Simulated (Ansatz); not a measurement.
`[OH][Zr]([F])([Cl])[I]` + H₂O → `[OH][Zr]([OH])([F])[I]` + HCl at 600 K and 1 bar (formal hydrolysis of a Zr–Cl bond).

Program: Ansatz. Geometries: PBE0-D4/def2-TZVP. ΔE: electronic, gas phase. CCSD(T)/CBS adds triple-zeta CCSD(T) − MP2 to the extrapolated MP2 energy (def2 sets, frozen cores). This one scheme is used for every species. def2 core potentials past Kr. For I, Zr outer-core shells are correlated without core-valence functions, which leaves a few kJ/mol of doubt a bond. One conformer a species, not always the lowest.

| species | CCSD(T)/CBS energy (Eh) | H − E (kJ/mol) | S (J/(mol·K)) |
| --- | --- | --- | --- |
| `[OH][Zr]([F])([Cl])[I]` | -980.07339 | 102.0 | 481.2 |
| H₂O | -76.37941 | 76.8 | 212.8 |
| `[OH][Zr]([OH])([F])[I]` | -596.06001 | 137.1 | 494.7 |
| HCl | -460.38127 | 35.4 | 207.2 |

H − E and S are ideal-gas, rigid-rotor, harmonic terms from PBE0-D4/def2-TZVP, for one conformer and one mirror image of each species. 1 Eh = 2625.50 kJ/mol, R = 8.31446 J/(mol·K).

Question: By hand: ΔE, ΔH, ΔS and ΔG.

Answer: ΔE = (-596.06001) + (-460.38127) − (-980.07339) − (-76.37941) = 0.01152 Eh = 30.2 kJ/mol. Δ(H − E) = 137.1 + 35.4 − 102.0 − 76.8 = -6.3, so ΔH = 23.9 kJ/mol. ΔS = 494.7 + 207.2 − 481.2 − 212.8 = 7.9 J/(mol·K). ΔG = 23.9 − 600 × (7.9)/1000 = 19.2 kJ/mol.

Question: By hand: the equilibrium constant, and the temperature at which ΔG would vanish if ΔH and ΔS stayed fixed.

Answer: log₁₀ K = −ΔG/(RT ln 10) = -1.7. ΔG = 0 at ΔH/ΔS = 3025 K, far beyond where these terms or the molecules hold.

The number of gas molecules stays the same, so ΔS is small and ΔH decides. A doubt of 5 kJ/mol in ΔE shifts log₁₀ K by 0.4 here. Other conformers and mirror images would add mixing entropy, several J/(mol·K) or more a flexible species. These are equilibria of isolated gas molecules and say nothing of rates. Largest T1 diagnostic: 0.015 (customary marks: 0.02 for closed shells, 0.045 for open ones).
